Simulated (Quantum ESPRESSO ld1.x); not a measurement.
Q: All-electron atom: Lu18+ in [Kr] 4d10 4f5 5p2 (not the ground configuration). All-electron calculation, Dirac Kohn-Sham, PBEsol, spin-unpolarised, spherical densities, point nucleus; open shells fill j = l - 1/2 first. Program: ld1.x of Quantum ESPRESSO 7.5. Some entries of the table are withheld. Estimate them.

orbital,occ.,eigenvalue (eV),<r> (bohr)
1s1/2,2,-63620.1,0.01932
2s1/2,2,-11225.2,0.08127
2p1/2,2,-10735.0,0.06743
2p3/2,4,-9618.59,0.07505
3s1/2,2,(1),0.2121
3p1/2,2,-2707.20,0.2020
3p3/2,4,-2468.79,0.2161
3d3/2,4,(2),0.1898
3d5/2,6,(3),0.1941
4s1/2,2,-948.112,0.4653
4p1/2,2,-858.942,0.4690
4p3/2,4,-799.828,0.4967
4d3/2,4,(4),(5)
4d5/2,6,(6),(7)
4f5/2,5,-456.492,(8)
4f7/2,0,-453.990,(9)
5p1/2,2,-389.277,0.9533
5p3/2,0,-372.177,0.9957

A: 
(1) 3s1/2 eigenvalue (eV): -2923.60
(2) 3d3/2 eigenvalue (eV): -2101.60
(3) 3d5/2 eigenvalue (eV): -2049.64
(4) 4d3/2 eigenvalue (eV): -652.254
(5) 4d3/2 <r> (bohr): 0.5042
(6) 4d5/2 eigenvalue (eV): -640.720
(7) 4d5/2 <r> (bohr): 0.5128
(8) 4f5/2 <r> (bohr): 0.5184
(9) 4f7/2 <r> (bohr): 0.5222
